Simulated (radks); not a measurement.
Polarisability of the potassium ion K8+, [Ne] 3s1, at imaginary frequency. Calculated with a radial shooting solver on a logarithmic mesh with Libxc functionals: scalar-relativistic Kohn-Sham, LDA (Slater exchange, Perdew-Wang correlation), spin-unpolarised, spherical densities, finite nucleus; Fermi nuclear charge, rms radius 3.4349 fm. Response by self-consistent Sternheimer equations with the Hartree and adiabatic LDA kernel, the relativistic mass of each level held fixed and spin-orbit coupling left out.

| w (hartree) | alpha1(iw) (bohr^3) | alpha2(iw) (bohr^5) |
|---|---|---|
| 0.00266 | 0.8912 | 0.4646 |
| 0.0143 | 0.8909 | 0.4646 |
| 0.0360 | 0.8894 | 0.4644 |
| 0.0697 | 0.8845 | 0.4639 |
| 0.118 | 0.8722 | 0.4627 |
| 0.186 | 0.8456 | 0.4599 |
| 0.280 | 0.7943 | 0.4540 |
| 0.413 | 0.7055 | 0.4422 |
| 0.605 | 0.5730 | 0.4193 |
| 0.892 | 0.4113 | 0.3775 |
| 1.35 | 0.2571 | 0.3086 |
| 2.12 | 0.1434 | 0.2150 |
| 3.59 | 0.07557 | 0.1192 |
| 6.94 | 0.03893 | 0.04797 |
| 17.5 | 0.01503 | 0.01130 |

Static values: alpha1 = 0.8912 bohr^3 (0.1321 angstrom^3; uncoupled 1.122), alpha2 = 0.4646 bohr^5, alpha3 = 0.4562 bohr^7. C6 = 0.5162, C8 = 1.914, triple-dipole C9 = 0.3277 atomic units. One-pole (London) frequency 4 C6 / (3 alpha1^2) = 0.867 hartree, against 6.101 for minus the highest occupied eigenvalue.
